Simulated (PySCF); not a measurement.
# Electron correlation in Ar (argon, neutral)

[Ar], closed-shell 1S. All numbers are calculated (PySCF 2.14, the non-relativistic Hamiltonian (point nucleus), in cc-pV(T+d)Z). Frozen: [Ne]; 8 electrons correlated.

MP2 pair energies summed by pair of shells (mhartree):

```tsv
pair	energy	share (%)
3p-3p	-151.91	73.4
3s-3p	-46.21	22.3
3s-3s	-8.93	4.3
```

Total MP2 correlation energy: -207.04 mhartree.

Same-spin part -52.20 and opposite-spin part -154.85 mhartree; SCS-MP2 scales them by 1/3 and 6/5 to -203.21 mhartree.

| level | correlation energy (mhartree) |
| --- | --- |
| CCSD | -225.48 |
| (T) | -6.84 |
| CCSD(T) | -232.32 |

Diagnostics: T1 = 0.0022, D1 = 0.0033, largest double amplitude 0.051.

Task: Is a single reference adequate?

Result: Yes: T1 lies below 0.03 and no double amplitude reaches 0.07.
